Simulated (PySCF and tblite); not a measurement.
The numbers below are computed, except where a source is named.
C5H9Br, numbered as in [Br:1][CH:2]1[CH2:3][CH2:4][CH2:5][CH2:6]1.

Conformers came from 60 starts (ETKDG and KDG, MMFF94s, GFN2-xTB); geometries are GFN2-xTB. Free energies are B3LYP-D3(BJ)/def2-SVP (IEF-PCM, chloroform) single points with GFN2-xTB rigid-rotor and vibrational terms (modes under about 100 cm⁻¹ blended into free rotors). Symmetry numbers and mirror images are counted. Conformers within 3 kcal/mol (GFN2-xTB free energy) were kept, 10 at most. Couplings: B3LYP/6-31G* with pcJ-1 on H (gas phase; spin-dipole term only for pairs with B, N, F, Si or P). Couplings are for ¹H. H–H couplings come out 0.1 to 0.9 Hz lower than with pcJ-1 on all atoms. Of two unlike H on one atom, a is the less shielded (KT2/pcSseg-1 (IEF-PCM, chloroform)). Programs: PySCF with density fitting and tblite.

The 5-ring runs over atoms 2–3–4–5–6.

| conformer | shape | weight % |
| --- | --- | --- |
| 1 | 5-ring envelope (ring torsions 24, 0, -24, 39, -39°) | 68.7 |
| 2 | 5-ring envelope (ring torsions -25, 0, 25, -41, 41°) | 31.3 |

Question: Give the couplings in each conformer and the averages at 298.15 K (pairs that fast motion interchanges averaged).

Answer: 
```json
{"coupling": "³J(H2,H3b)", "pairs": "2", "1": "1.0", "2": "11.9", "average (Hz)": "4.4"}
{"coupling": "³J(H2,H3a)", "pairs": "2", "1": "5.0", "2": "7.2", "average (Hz)": "5.7"}
{"coupling": "²J(H3b,H3a)", "pairs": "2", "1": "-14.6", "2": "-13.1", "average (Hz)": "-14.1"}
{"coupling": "³J(H3b,H4b)", "pairs": "2", "1": "0.6", "2": "11.8", "average (Hz)": "4.1"}
{"coupling": "³J(H3b,H4a)", "pairs": "2", "1": "9.8", "2": "12.0", "average (Hz)": "10.5"}
{"coupling": "³J(H3a,H4b)", "pairs": "2", "1": "10.9", "2": "9.6", "average (Hz)": "10.5"}
{"coupling": "³J(H3a,H4a)", "pairs": "2", "1": "11.2", "2": "0.6", "average (Hz)": "7.9"}
{"coupling": "²J(H4b,H4a)", "pairs": "2", "1": "-13.8", "2": "-14.0", "average (Hz)": "-13.9"}
{"coupling": "³J(H4b,H5b)", "pairs": "1", "1": "11.7", "2": "14.3", "average (Hz)": "12.5"}
{"coupling": "³J(H4b,H5a)", "pairs": "2", "1": "4.6", "2": "4.5", "average (Hz)": "4.6"}
{"coupling": "³J(H4a,H5a)", "pairs": "1", "1": "14.6", "2": "12.7", "average (Hz)": "14.0"}
```

Spin–orbit effects of the heavy atoms on shieldings are missing.
